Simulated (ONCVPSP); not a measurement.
# Configuration tests for chromium (Cr) (ONCV)

```
Element                 : chromium
Generator               : ONCVPSP 4.0.1
Type                    : optimised norm-conserving Vanderbilt (ONCV)
Functional              : BLYP
Relativity              : scalar-relativistic
Frozen core             : [Ne]
Valence charge          : 14
Reference configuration : 3s2 3p6 3d5 4s1
Partial waves           : 3s+4s: rc 1.40 bohr, ncon 4, nbas 9, qcut 10 1/bohr, 2 projectors; 3p: rc 1.15 bohr, ncon 4, nbas 9, qcut 10.6 1/bohr, 3 projectors, debl 3.9 Ha; 3d: rc 1.05 bohr, ncon 5, nbas 9, qcut 10 1/bohr, 1 projector
Local potential         : polynomial inside 0.80 bohr (lpopt 5, dvloc0 1 Ha)
Core correction         : none
```

Energies are relative to the spin-unpolarised reference configuration 3s2 3p6 3d5 4s1; without spin polarisation the order of configurations can differ from experiment. Not all tests gave a result: 1 of 4 tests not solved or not reliable.

```json
{"valence configuration": "3s2 3p6 3d5 4s0", "charge": "+1", "ΔE all-electron (eV)": "6.971", "error AE − PS (meV)": "+0.6"}
{"valence configuration": "3s2 3p6 3d4 4s0", "charge": "+2", "ΔE all-electron (eV)": "23.058", "error AE − PS (meV)": "-0.1"}
{"valence configuration": "3s2 3p6 3d4 4s1 4p1", "charge": "0", "ΔE all-electron (eV)": "3.499", "error AE − PS (meV)": "+3.4"}
```
